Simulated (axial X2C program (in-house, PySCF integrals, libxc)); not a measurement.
**What spin–orbit coupling does to AlY**

Computed with an in-house relativistic program for diatomic molecules. Spin-free means the one-electron spin-free X2C Hamiltonian; two-component (2c) means X2C with spin–orbit coupling and atomic mean-field two-electron Coulomb and Gaunt terms, so the difference of the two also holds small scalar two-electron terms. Basis: Y dyall-cv3z [11s12p9d6f3g], Al dyall-v3z [8s8p2d1f] (cores contracted in-house); Gaussian nuclei, density fitting, unrestricted open shells. Masses: Y 88.906 u, Al 26.982 u.

Spin-free state: M_S = 1, Λ = 0 (beyond evenly filled blocks: π+α, π-α); fragments Y + Al.

| level | Re (Å) | ωe (cm⁻¹) | De (eV) | μ (D) |
| --- | --- | --- | --- | --- |
| PBE0 | 2.804 | 263.7 | 1.600 | -2.13 |
| HF | 2.845 | 272.3 | 0.809 | -2.72 |
| CCSD | 2.823 | 268.3 | 1.071 | n/a |
| CCSD(T) | 2.830 | 262.8 | 1.172 | n/a |
| r2SCAN | 2.806 | 258.9 | 1.880 | -2.24 |

Correlated methods: 14 electrons correlated (number of frozen shells: Y 3 s, 2 p, 1 d; Al 2 s, 1 p), 282 virtual spin orbitals or spinors in MP2, 89 natural virtuals in coupled cluster.

Dipoles are positive if Al is the positive end.

Two-component determinant lowest at the distance of the search:

Ω = 1 (⟨Sz⟩ = 1.00, ⟨Lz⟩ = 0.00 at HF); fragments Y + Al.

```tsv
level	Re (Å)	ωe (cm⁻¹)	μ (D)
PBE0	2.804	263.5	-2.13
HF	2.845	272.2	-2.71
CCSD	2.823	268.3	n/a
CCSD(T)	2.829	262.8	n/a
r2SCAN	2.806	258.7	-2.24
```

(1) From the two tables, how do the constants change at the CCSD(T) level (2c against spin-free)?

One determinant describes the state; a PBE0 search over occupations chose it and may have missed a lower one. Dissociation energies refer to the lowest single-determinant-based atoms at the same level and basis. De is not given where an atomic determinant may have missed its ground term or J level, or where the truncated virtual space spoils (T). Density functionals use the spin component along the axis (collinear). Coupled cluster ran in a truncated set of natural virtual spinors; the MP2 energy of the rest was added. (T) has no such correction and the atoms are truncated less, which lowers De at CCSD(T) by a hundredth of an eV or more. PBE0 can misorder states that lie within some tenths of an eV, so this need not be the ground state of the molecule. The nearest other spin-free determinant of the search, M_S = 2, Λ = 0, lies 0.31 eV up at the distance of the search. The functionals have no current-density term, which raises determinants with orbital currents, atoms included. With several unpaired electrons one determinant need not be a pure state. Open-shell Ω = 0 determinants with evenly filled partner blocks cannot be reached by this program, so the Ω shown need not be the lowest component. This is the Ω = 1 component of a π² triplet; the 0⁺ component is not one determinant and can lie lowest. The determinant is spin-polarised beyond a pure state at some levels (its spin-free form has ⟨S²⟩ too high), which makes Re and μ there less reliable. The T1 diagnostic is large, a sign of multireference character.

Results:

(1) At the CCSD(T) level Re is unchanged within 0.001 Å and ωe doesn't move by more than 0.2 cm⁻¹.
